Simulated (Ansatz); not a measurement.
A nudged elastic band was laid between two geometries of ClH3Sn + H2S (8 atoms, charge 0, multiplicity 1).

Theory: RKS r2SCANh-D4/def2-SVP (Ansatz).

- movable images: 7
- climbing image: yes
- spring: 5.0 eV/Å²
- optimiser: quadratic models (default)
- start path: through a guess of the saddle point
- force threshold: 0.03 eV/Å
- iteration limit: 60
- end points: relaxed

First end point:

```xyz
8
Properties=species:S:1:pos:R:3
Sn -0.052 -0.406 -0.081
H 0.355 -0.820 1.517
H 1.267 -0.018 -1.079
Cl -1.406 1.543 0.051
H -1.085 -1.563 -0.795
S 1.973 2.409 1.509
H 1.406 2.120 2.697
H 0.785 2.767 0.976
```

Last end point:

```xyz
8
Properties=species:S:1:pos:R:3
Sn -0.273 0.832 -0.047
H 2.008 -1.324 1.649
H 1.120 0.553 -0.988
Cl -1.731 2.063 -1.436
H -1.132 -0.533 0.489
S 0.256 2.145 1.905
H 1.103 2.953 1.234
H 1.892 -0.656 1.989
```

(1) Which bonds break or form, and what moves?

(2) Give the energies along the band, and the barrier.

(3) What is the geometry of the highest image?

The band took 46 iterations and roughly 40 core-minutes.

Answers

(1) Bonds broken: Sn1–H2, S6–H8. Bonds formed: Sn1–S6, H2–H8. ClH3Sn + H2S becomes ClH3SSn + H2.

(2) The run converged. The highest image is number 4 of 0 to 8, 37.4 kcal/mol above the first end and 43.2 kcal/mol above the last; the last end lies 5.7 kcal/mol below the first. The profile has 2 maxima (images 1, 4) with wells between them (image 3): this band takes more than one step, which may be the mechanism or a detour left from its start path. Neighbouring images differ by up to 1.6 eV, so the band resolves the path poorly. A vibrational analysis at the climbing image gives one clearly imaginary mode, 1183i cm⁻¹: a first-order saddle point. The orbitals stay closed-shell, which can raise the energy where a bond breaks towards radicals; this wasn't checked here.

```tsv
image	path coordinate (Å)	energy (kcal/mol)	Sn1–H2 (Å)	S6–H8 (Å)	Sn1–S6 (Å)
0	0.00	0.0	1.70	1.35	3.81
1	2.56	2.7	1.70	1.35	3.85
2	5.12	2.6	1.70	1.35	4.25
3	7.69	1.1	1.70	1.35	3.77
4	10.26	37.4	1.95	1.56	2.74
5	10.87	13.0	2.32	2.08	2.53
6	11.49	-1.5	2.76	2.51	2.44
7	12.10	-5.2	3.21	2.92	2.42
8	12.71	-5.7	3.57	3.25	2.41
```

(3) 
```xyz
8
Properties=species:S:1:pos:R:3
Sn 0.069 0.246 -0.033
H 1.086 -0.444 1.482
H 1.353 -0.149 -1.086
Cl -0.910 1.991 -1.367
H -1.288 -0.713 0.323
S 0.416 2.036 2.012
H 1.556 2.494 1.453
H 0.963 0.573 2.011
```

The run took 18 min on 2 threads of Arm Neoverse V2, with other jobs on the host, peak memory 0.21 GiB.
